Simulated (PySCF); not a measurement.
## Telling isomers of C$_{5}$H$_{6}$F$_{2}$ apart by NMR

PySCF 2.14 calculation with B3LYP/pcJ-1 coupling constants (spin–dipole term left out of most H,H and C,H couplings), GIAO PBE0/pcSseg-1 shieldings and structure optimised with PBE0-D3(BJ)/def2-SVP; averaged over atoms made equivalent by symmetry, fast rotation or ring inversion, no solvent model, single conformer, no relativistic terms.

Referencing at the same level of theory: 1H, 13C vs TMS. Multiplet labels drop J under 1 Hz and among equivalent protons, and merge close values. Unscaled 3J(H,H) run several per cent high. Vicinal couplings that depend on rotamer populations or ring flexing (ring, CH–CH, X–H and H–F types) are those of the one conformer. One-bond C–F couplings are unscaled and too large by tens of Hz. Shifts are as computed. Against solution values, carbons near 30 ppm lie about +2 ppm off and those near 130 ppm about +5 ppm. Of 1211 compounds with measured shifts, 218 miss one by over three times the rms of a fit or turn the order of signals round; such compounds aren't used in these exercises.

(1) Tabulate the signals of `C=C/C=C/C(F)F`, `C=CC(=C)C(F)F` and their relative energies.

(2) What is the quickest way to tell C=C/C=C/C(F)F from C=CC(=C)C(F)F?

Results:

(1) 
```json
{"SMILES": "C=C/C=C/C(F)F", "carbon types": "4×CH 1×CH2", "δC": "143.5, 142.0, 133.3, 131.0, 115.7", "δH": "6.71 (m, 1H), 6.53 (m, 1H), 6.24 (ttt, 1H), 5.72 (dtq, 1H), 5.66 (m, 1H), 5.65 (m, 1H)", "E rel. (kcal/mol)": "0.0"}
{"SMILES": "C=CC(=C)C(F)F", "carbon types": "1×C 2×CH 2×CH2", "δC": "148.0, 142.1, 127.5, 125.3, 115.5", "δH": "6.47 (m, 1H), 6.16 (tt, 1H), 6.02 (q, 1H), 5.77 (dt, 1H), 5.59 (m, 1H), 5.58 (m, 1H)", "E rel. (kcal/mol)": "2.1"}
```

Energies are electronic energies at PBE0/pcSseg-1 on these geometries, without zero-point or thermal terms, each for the one conformer computed, which needn't be the lowest.

(2) Both give the same number of carbon signals, but DEPT or the intensities differ. The first has an alkene CH at 133.3 ppm, the second a fully substituted alkene carbon (C) at 148.0 ppm. Their most deshielded carbons lie at 143.5 and 148.0 ppm.
